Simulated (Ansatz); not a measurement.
Reaction (isomerisation): `FC1C=C1[SiH3]` → `F/C=C1/C[SiH2]1`

Calculated with Ansatz (gas phase, PBE0-D4/def2-TZVP geometries, no zero-point term in ΔE). CCSD(T)/CBS adds triple-zeta CCSD(T) − MP2 to the extrapolated MP2 energy (def2 sets, frozen cores). Functionals use def2-TZVPP. B3LYP here is the variant with VWN-RPA as its local correlation; programs differ in this.

`FC1C=C1[SiH3]`:

```xyz
10

F    -0.783    1.472    1.794
C    -0.888    0.204    1.249
C    -1.528    0.055   -0.037
C    -0.223   -0.051   -0.048
Si    1.379   -0.265   -0.935
H    -0.935   -0.519    2.059
H    -2.445    0.073   -0.604
H     2.206    0.948   -0.727
H     1.134   -0.473   -2.384
H     2.082   -1.444   -0.369
```

`F/C=C1/C[SiH2]1`:

Z-matrix (Å, degrees):
```
C
Si 1 1.866
C 1 1.509 2 63.6
H 1 1.088 2 119.2 3 107.5
H 1 1.088 2 119.2 3 -107.5
H 2 1.478 1 119.5 3 104.9
H 2 1.478 1 119.5 3 -104.9
C 3 1.312 1 135.5 2 179.9
F 8 1.338 3 122.4 1 -179.9
H 8 1.087 3 126.1 1 0.0
```

| level | ΔE (kcal/mol) | difference from CCSD(T)/CBS |
| --- | --- | --- |
| PBE0-D4 | -7.3 | -1.6 |
| B3LYP-D4 | -6.6 | -0.9 |
| ωB97M-V | -6.3 | -0.6 |
| PBE | -8.5 | -2.8 |
| r2SCAN | -7.8 | -2.1 |
| SCS-MP2/def2-TZVPP | -4.1 | 1.6 |
| CCSD/def2-TZVPP | -5.3 | 0.4 |
| HF/def2-QZVPP | -1.1 | 4.6 |
| HF/CBS(def2) | -1.1 | 4.6 |
| CCSD/CBS(def2) | -4.9 | 0.8 |
| CCSD(T)/CBS | -5.7 | 0 |

Largest T1 diagnostic among the species: 0.013.

In def2-TZVPP, CCSD(T) changes the Hartree–Fock value by −5.0 kcal/mol (the triples alone add −0.8 kcal/mol) and MP2 by −4.0 kcal/mol. From PBE to PBE0 (25 % exact exchange), in def2-TZVPP and without D4, ΔE moves by +1.3 kcal/mol.
